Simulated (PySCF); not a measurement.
# SMILES OC[C@]1(Cl)C=C1F, C4H4ClFO

Geometry (Å), atoms numbered from 1 in this order:
```xyz
11

O    -1.6559   -1.0537   -0.8377
C    -0.9139    0.1088   -0.5934
C     0.1090   -0.1069    0.5186
Cl    0.4881    1.4213    1.3756
C     1.2009   -1.1414    0.4243
C     0.2247   -1.3771    1.2547
F    -0.3357   -2.1499    2.1539
H    -2.2063   -1.2510   -0.0703
H    -1.5642    0.9527   -0.3293
H    -0.4011    0.3439   -1.5296
H     2.1240   -1.4114   -0.0250
```

Theory: PySCF, TDDFT LC-wPBE/def2-SVPD circular dichroism and optical rotation, one conformer, gas phase. Geometry: GFN2-xTB, dihedral held. The dihedral O1–C2–C3–C5 is held at 60°.

Task: What are the CIP labels of the stereocentres?

Result: C3 R.

Task: Which excitations and rotatory strengths does the calculation give?

Result: Rotatory strengths R in 10⁻⁴⁰ esu² cm², velocity form and length form (origin at the centre of mass); f in length form.
```csv
state,E (eV),λ (nm),f,R (velocity),R (length),main
1,7.09,175,0.003,+16.3,+15.2,"HOMO−1→LUMO+1 0.68, HOMO−1→LUMO 0.08"
2,7.28,170,0.077,-31.2,-30.2,"HOMO→LUMO+1 0.69, HOMO→LUMO 0.14"
3,7.58,164,0.006,-5.8,-4.6,"HOMO−1→LUMO+2 0.26, HOMO−1→LUMO+3 0.18"
4,7.67,162,0.007,+6.6,+3.8,"HOMO−2→LUMO+1 0.27, HOMO−2→LUMO 0.17"
5,7.78,159,0.002,+6.4,+7.2,"HOMO→LUMO 0.27, HOMO−2→LUMO+1 0.13"
6,7.94,156,0.009,+3.5,+3.8,HOMO−2→LUMO+2 0.19
7,8.02,155,0.029,+15.9,+16.1,"HOMO→LUMO 0.19, HOMO−3→LUMO 0.09"
8,8.48,146,0.093,+10.6,+10.5,"HOMO→LUMO+2 0.24, HOMO−1→LUMO 0.16"
```

Among the states computed, the strongest CD band (largest |R|) is state 2. The largest dissymmetry factor in size, g = 4R/(D+G), with D and G the electric and magnetic dipole strengths, is +0.049 for state 1 (velocity form, f = 0.004), among bands with |R| over 0.5. The mirror image has the same energies and oscillator strengths and all R with the opposite sign.
